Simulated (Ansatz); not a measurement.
Reaction (ligand exchange at a Ga–C bond): `C[CH](C)[Ga]([CH](C)C)[CH](C)C` + H–F → `C[CH](C)[Ga]([F])[CH](C)C` + `CCC`

Program: Ansatz. Geometries: PBE0-D4/def2-TZVP. ΔE: electronic, gas phase. CBS: MP2 limit from def2 TZ/QZ plus the TZ coupled-cluster correction, frozen cores. This one scheme is used for every species. Functionals use def2-TZVPP. For Ga outer-core shells are correlated without core-valence functions, which leaves a few kJ/mol of doubt a bond. Scalar relativity is left out up to krypton. Each species was taken in one conformer, which may not be the lowest.

`C[CH](C)[Ga]([CH](C)C)[CH](C)C`:

Cartesian coordinates in Å:
```
C 1.000 -2.503 0.016
C -0.274 -1.678 0.189
C -1.322 -2.072 -0.847
Ga 0.150 0.277 0.147
C 0.579 1.212 -1.568
C -0.722 1.765 -2.151
C 1.315 0.359 -2.592
C 0.050 1.286 1.870
C 0.947 0.643 2.923
C -1.396 1.342 2.356
H 1.747 -2.285 0.786
H 0.786 -3.578 0.072
H 1.470 -2.323 -0.956
H -0.680 -1.889 1.186
H -0.981 -1.862 -1.866
H -1.543 -3.146 -0.800
H -2.268 -1.541 -0.705
H 1.215 2.066 -1.302
H -1.418 0.963 -2.419
H -1.243 2.432 -1.456
H -0.534 2.339 -3.067
H 1.513 0.924 -3.512
H 2.278 -0.001 -2.219
H 0.730 -0.520 -2.880
H 0.397 2.310 1.691
H 0.666 -0.400 3.106
H 2.003 0.650 2.636
H 0.871 1.166 3.885
H -1.808 0.338 2.508
H -2.054 1.863 1.653
H -1.473 1.864 3.318
```

H–F:

Z-matrix (Å, degrees):
```
F
H 1 0.920
```

`C[CH](C)[Ga]([F])[CH](C)C`:

```xyz
22

C    -0.797   -2.864    0.153
C    -1.136   -1.457   -0.331
C    -0.746   -1.244   -1.789
Ga   -0.384   -0.090    0.887
F    -0.375   -0.652    2.578
C     0.364    1.737    0.753
C     1.743    1.786    1.407
C     0.387    2.295   -0.664
H     0.275   -3.068    0.070
H    -1.077   -3.017    1.196
H    -1.313   -3.618   -0.453
H    -2.223   -1.321   -0.241
H    -1.035   -0.257   -2.160
H    -1.226   -1.991   -2.433
H     0.334   -1.345   -1.937
H    -0.317    2.347    1.361
H     2.122    2.814    1.437
H     2.476    1.195    0.848
H     1.724    1.407    2.432
H     1.035    1.705   -1.320
H     0.773    3.321   -0.673
H    -0.606    2.316   -1.121
```

`CCC`:

Cartesian coordinates in Å:
```
C 0.405 1.219 0.022
C 0.315 -0.228 0.476
C -0.638 -1.051 -0.374
H -0.573 1.708 0.068
H 0.756 1.285 -1.012
H 1.094 1.796 0.644
H 1.311 -0.681 0.452
H -0.007 -0.262 1.523
H -0.691 -2.087 -0.033
H -0.322 -1.060 -1.421
H -1.650 -0.638 -0.342
```

CCSD(T)/CBS gives -137.7 kJ/mol.

(1) Another level gave -159.2 kJ/mol. Which?
A. CCSD/def2-TZVPP
B. MP2/def2-TZVPP
C. r2SCAN0/def2-TZVPP
D. revPBE/def2-TZVPP

Largest T1 diagnostic among the species: 0.011.

Answers

(1) C. r2SCAN0 -159.2, MP2/def2-TZVPP -131.2, revPBE -164.4, CCSD/def2-TZVPP -142.9 kJ/mol.

From BLYP to BHLYP (50 % exact exchange), in def2-TZVPP and without D4, ΔE moves by +3.2 kJ/mol. Leaving LDA and LC-ωPBE aside and taking each functional with its dispersion term where it has one, the values, not all of them listed here, spread over 26.9 kJ/mol, from B97M-V to revPBE-D4. LDA lies +16.1 kJ/mol from PBE without D4. At CCSD(T), def2-SVP lies −26.4 kJ/mol from the extrapolated value and def2-TZVPP +0.6 kJ/mol.
